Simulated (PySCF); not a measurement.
# SMILES CC(=S)[C@@H]1C=CC1, C$_{6}$H$_{8}$S

Geometry:
```json
{"atom": "C1", "x (Å)": "1.795", "y (Å)": "-0.451", "z (Å)": "0.358"}
{"atom": "C2", "x (Å)": "1.089", "y (Å)": "0.723", "z (Å)": "-0.223"}
{"atom": "S3", "x (Å)": "1.874", "y (Å)": "1.846", "z (Å)": "-1.099"}
{"atom": "C4", "x (Å)": "-0.373", "y (Å)": "0.832", "z (Å)": "0.023"}
{"atom": "C5", "x (Å)": "-0.911", "y (Å)": "0.193", "z (Å)": "1.282"}
{"atom": "C6", "x (Å)": "-1.648", "y (Å)": "-0.707", "z (Å)": "0.641"}
{"atom": "C7", "x (Å)": "-1.249", "y (Å)": "-0.233", "z (Å)": "-0.727"}
{"atom": "H8", "x (Å)": "1.848", "y (Å)": "-0.339", "z (Å)": "1.442"}
{"atom": "H9", "x (Å)": "1.247", "y (Å)": "-1.371", "z (Å)": "0.157"}
{"atom": "H10", "x (Å)": "2.805", "y (Å)": "-0.528", "z (Å)": "-0.036"}
{"atom": "H11", "x (Å)": "-0.709", "y (Å)": "1.854", "z (Å)": "-0.157"}
{"atom": "H12", "x (Å)": "-0.725", "y (Å)": "0.425", "z (Å)": "2.314"}
{"atom": "H13", "x (Å)": "-2.311", "y (Å)": "-1.494", "z (Å)": "0.949"}
{"atom": "H14", "x (Å)": "-0.689", "y (Å)": "-0.942", "z (Å)": "-1.335"}
{"atom": "H15", "x (Å)": "-2.047", "y (Å)": "0.201", "z (Å)": "-1.326"}
```

The calculation used GIAO CAM-B3LYP/pcSseg-1 magnetisability, rotational g tensor and spin-rotation constants, non-relativistic, gas phase (PySCF). Geometry: GFN2-xTB.

Task: Give the nuclear spin-rotation constants along the inertial axes (H = +C I·J) beside the isotropic shieldings.

Result: Rotational constants 4.8030, 1.4330, 1.2880 GHz. A star marks the isotopologue with that one atom substituted, in its own axes.
| atom | isotope | Caa (kHz) | Cbb (kHz) | Ccc (kHz) | mean (kHz) | σ (ppm) |
| --- | --- | --- | --- | --- | --- | --- |
| H8 | 1H | -0.533 | -0.067 | -0.034 | -0.211 | 29.2 |
| H9 | 1H | -0.164 | -0.139 | -0.058 | -0.120 | 28.9 |
| H10 | 1H | -0.042 | -0.101 | -0.118 | -0.087 | 28.8 |
| H11 | 1H | -0.462 | 0.017 | -0.078 | -0.174 | 27.4 |
| H12 | 1H | -0.455 | -0.078 | 0.045 | -0.162 | 25.3 |
| H13 | 1H | 0.421 | -0.146 | -0.125 | 0.050 | 25.2 |
| H14 | 1H | -0.461 | -0.158 | 0.026 | -0.198 | 29.5 |
| H15 | 1H | -0.496 | 0.062 | -0.143 | -0.192 | 28.7 |
| C1 | 13C* | 0.967 | 0.213 | 0.225 | 0.468 | 146.1 |
| C2 | 13C* | 3.326 | 1.077 | 0.296 | 1.566 | -104.1 |
| S3 | 33S* | 5.790 | 1.064 | 0.368 | 2.407 | -551.3 |
| C4 | 13C* | 1.071 | 0.305 | 0.275 | 0.550 | 119.8 |
| C5 | 13C* | 2.015 | 0.400 | 0.448 | 0.954 | 32.1 |
| C6 | 13C* | 2.143 | 0.368 | 0.426 | 0.979 | 34.5 |
| C7 | 13C* | 0.741 | 0.268 | 0.248 | 0.419 | 144.3 |

For the geometry as given, no vibrational averaging.

Task: How do the rotational constants and the g tensor change when H8, H9, H10, H11, H12, H13, H14, H15 are replaced by deuterium?

Result: Constants 3.7460, 1.3113, 1.1655 GHz; g -0.0685, -0.0194, -0.0115, against -0.0881, -0.0209, -0.0125 before.
